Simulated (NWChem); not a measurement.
**Basis-set convergence for ClIPb**

```xyz
3

Pb    -0.8013    -0.5549     0.0000
Cl     0.7627    -2.5136     0.0000
I      0.9951     1.6648     0.0000
```
Charge 0, spin multiplicity 1.

Program: NWChem. Structure: optimised with PBE/def2-SVP with def2 effective core potentials on I, Pb, a minimum by its harmonic frequencies.

Quantity: LUMO energy at the level B3LYP.

Effective core potentials replace the inner electrons of I, Pb; spin-orbit coupling is left out. B3LYP has NWChem's definition, with VWN1-RPA local correlation. The structure started from a generated list of species.

Relative cost: rough, from shared machines, SCF included, def2-SVP = 1.

| basis | functions | LUMO energy (eV) | relative cost |
|---|---|---|---|
| def2-SVP | 70 | (withheld) | 1 |
| def2-SVPD | 94 | (withheld) | under 3 |
| def2-TZVP | 137 | -3.55 | 3 |
| def2-TZVPP | 142 | -3.55 | 4 |
| def2-TZVPD | 161 | (withheld) | 5 |
| def2-QZVP | 234 | -3.57 | 50 |

Problem. Complete the blanks.

Solution. 
- def2-SVP, LUMO energy (eV): -3.43
- def2-SVPD, LUMO energy (eV): -3.61
- def2-TZVPD, LUMO energy (eV): -3.59
